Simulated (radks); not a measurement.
Excited configurations of the copper ion Cu23+: one electron is placed in a higher orbital outside [He] 2s2 2p1. The ground configuration is [He] 2s2 2p2. All-electron calculation, non-relativistic Kohn-Sham, r2SCAN, spin-polarised, spherical densities, point nucleus; open shells are filled with parallel spins first; meta-GGA in the generalised Kohn-Sham scheme. Program: a radial shooting solver on a logarithmic mesh with Libxc functionals. Excitation = E - E(ground); binding = E(ion) - E, where the ion is the core of charge +24; n* = 24/sqrt(2 binding) in atomic units, and the quantum defect is n - n*.

outer orbital  excitation (eV)  binding (eV)     n*  quantum defect
3p                      1252.1        917.06  2.923           0.077
4s                      1648.4        520.75  3.879           0.121
4d                      1671.2        497.94  3.967           0.033
4f                      1681.4        487.69  4.009          -0.009
5d                      1851.2        317.96  4.965           0.035
5f                      1856.2        312.95  5.004          -0.004
6p                      1945.6        223.56  5.921           0.079
6f                      1951.6        217.49  6.003          -0.003
7s                      2003.3        165.85  6.874           0.126
7p                      2005.4        163.71  6.919           0.081
7d                      2007.4        161.68  6.962           0.038

The Delta-SCF ionisation energy is 2169.1 eV (NIST Atomic Spectra Database: 2179 eV, semi-empirical). Self-interaction in the functional shifts the binding energies and quantum defects, so they are the method's values and not measured ones. Open shells are spherical and high-spin; term and fine-structure splittings are not resolved.
